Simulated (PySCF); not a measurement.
Calculated NMR data

- GFN2-xTB geometry
- σ from GIAO-PBE0/pcSseg-1
- spin–spin couplings from B3LYP/pcJ-1 (spin–dipole term left out of most H,H and C,H couplings)
- run in PySCF
- one conformer, one averaged value for each set of equivalent atoms, no solvent, non-relativistic

δ = σ(ref) − σ, references computed at the same level: $^{1}$H (σ = 31.72 ppm), $^{13}$C (σ = 186.93 ppm) against TMS. Multiplet labels drop J under 1 Hz and among equivalent protons, and merge close values. Unscaled 3J(H,H) run several per cent high. Shifts are as computed. Against solution values, carbons near 30 ppm lie about +3 ppm off and those near 130 ppm about +5 ppm. Of 1211 compounds with measured shifts, 218 miss one by over three times the rms of a fit or turn the order of signals round; such compounds aren't used in these exercises.

**1.** SMILES C#CCC(=O)C#C, C6H4O. $^{1}$H NMR (600 MHz, computed): δ 3.32 (d, J = 4.1 Hz, 2H), 2.92 (s, 1H), 1.82 (t, J = 4.1 Hz, 1H). $^{13}$C{$^{1}$H} NMR (computed): δ 184.9 (C), 91.0 (CH), 83.2 (C), 82.3 (CH), 81.2 (C), 39.5 (CH2).

**2.** SMILES O1C=CC(C#C)=C1, C6H4O. $^{1}$H NMR (600 MHz, computed): δ 7.81 (d, J = 1.6 Hz, 1H), 7.45 (dd, J = 2.4, 1.6 Hz, 1H), 6.83 (d, J = 2.4 Hz, 1H), 2.79 (s, 1H). $^{13}$C{$^{1}$H} NMR (computed): δ 154.0 (CH), 147.4 (CH), 122.2 (CH), 114.0 (C), 89.8 (CH), 79.8 (C).
